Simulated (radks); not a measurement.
Results of a calculation; reference values are marked as such.
These are the eigenvalues of the occupied orbitals of an atom or ion with whole-number occupations (hartree). Code: a radial shooting solver on a logarithmic mesh with Libxc functionals. Model: Dirac Kohn-Sham, relativistic LDA (MacDonald-Vosko exchange, VWN5 correlation), spin-unpolarised, spherical densities, finite nucleus; Fermi nuclear charge, rms radius of each element as measured or else 0.836 A^(1/3) + 0.57 fm.

| orbital | eigenvalue |
|---|---|
| 1s1/2 | -2856.727 |
| 2s1/2 | -502.7441 |
| 2p1/2 | -482.4214 |
| 2p3/2 | -419.7359 |
| 3s1/2 | -118.7258 |
| 3p1/2 | -109.4997 |
| 3p3/2 | -95.70623 |
| 3d3/2 | -80.19412 |
| 3d5/2 | -77.20304 |
| 4s1/2 | -26.08112 |
| 4p1/2 | -22.14924 |
| 4p3/2 | -18.85360 |
| 4d3/2 | -12.36987 |
| 4d5/2 | -11.75365 |
| 5s1/2 | -4.48783 |
| 4f5/2 | -3.43278 |
| 4f7/2 | -3.30576 |
| 5p1/2 | -3.22323 |
| 5p3/2 | -2.67089 |
| 5d3/2 | -0.99176 |
| 5d5/2 | -0.93643 |

Which element is it, and in what charge state? The configuration may be excited. Open shells, if any, fill j = l - 1/2 first.

Answer. Z = 78, platinum, charge +2: Pt2+ in [Xe] 4f14 5d8. The list shows which subshells hold electrons but not how many an open one holds; the 1s level, -2856.7 hartree, gives Z - s = 75.6 by -(Z - s)^2/2, which with screening and relativity narrows Z to a few neighbours, and the depths of the outer levels then fix element, charge and occupations together.
